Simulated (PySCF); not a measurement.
Diatomic anions of K with the halogens

HF with double-zeta basis sets in PySCF, for the lowest determinant that a PBE0 search found; no spin–orbit coupling. De refers to high-spin ground-configuration atoms (the charge goes to the atom of lower measured ionisation energy or higher electron affinity, which is not always the lowest computed limit). A positive dipole points towards K; it is taken about the centre of mass and depends on that origin.

| M | basis | reference | charged atom | state (unpaired electrons) | Re (Å) | ωe (cm⁻¹) | De (eV) | μ (D) |
| --- | --- | --- | --- | --- | --- | --- | --- | --- |
| F | def2-SVPD | UHF | F− | doublet (σ ↑) | 2.325 | 351 | n/a | -3.65 |
| Cl | def2-SVPD | UHF | Cl− | doublet (σ ↑) | 2.908 | 206 | n/a | -3.75 |
| I | def2-SVPD | UHF | I− | doublet (σ ↑) | 3.370 | 123 | n/a | -7.32 |

The shortest bond is that of KF⁻ (2.325 Å), the longest that of KI⁻ (3.370 Å).

Down a group the atoms grow and get heavier, so bonds lengthen and wavenumbers fall; this series shows no clear exception.

Spin–orbit coupling is left out. Hartree–Fock leaves out correlation, which carries a large part of most bond energies and some tenths to 1 eV of ionisation energies. States were picked by a PBE0 search and need not be the measured ground states.
